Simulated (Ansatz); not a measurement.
This geometry of AlH$_{5}$O$_{3}$Se (10 atoms, charge 0, multiplicity 1) is a first-order saddle point.

The calculation used Ansatz 0.2.0, RHF/def2-SVP.

```xyz
10
Properties=species:S:1:pos:R:3
Al 0.507 -0.250 -0.039
O 0.022 1.456 -0.327
O 1.034 -0.683 1.505
O 1.234 -0.906 -1.417
H -1.232 0.984 -0.454
Se -2.119 -0.423 -0.299
H 0.429 2.071 -0.921
H 0.866 -0.322 2.356
H 1.712 -1.711 -1.506
H -2.454 -0.216 1.103
```

Question: Which two structures does it join? (They come from a converged band through this point; their orientation in space is the band's.)

Answer: Bonds broken: H5–Se6. Bonds formed: O2–H5.

Initial state:

```xyz
10
Properties=species:S:1:pos:R:3
Al 0.721 -0.031 -0.083
O 0.653 1.659 -0.251
O 0.844 -0.691 1.478
O 1.231 -0.949 -1.415
H -2.458 0.937 -0.388
Se -2.093 -0.469 -0.317
H 0.941 2.153 -0.998
H 0.964 -0.210 2.278
H 1.548 -1.834 -1.415
H -2.352 -0.565 1.111
```

Final state:

```xyz
10
Properties=species:S:1:pos:R:3
Al 0.198 -0.335 0.049
O 0.046 1.559 -0.493
O 0.965 -0.353 1.562
O 1.122 -0.643 -1.359
H -0.836 1.867 -0.671
Se -2.085 -0.993 -0.054
H 0.577 1.667 -1.278
H 0.672 -0.644 2.406
H 1.713 -1.357 -1.520
H -2.371 -0.768 1.357
```

Question: How far does it lie above each of them?

Answer: 65.1 kJ/mol above the first and 120.9 kJ/mol above the second. This is the barrier of this one path; another mechanism may lie lower. The orbitals stay closed-shell, which can raise the energy where a bond breaks towards radicals; this wasn't checked here.

Time of the run: 3.9 min on 2 threads of Intel(R) Xeon(R) Platinum 8488C (Sapphire Rapids) (shared host), peak memory 0.29 GiB.
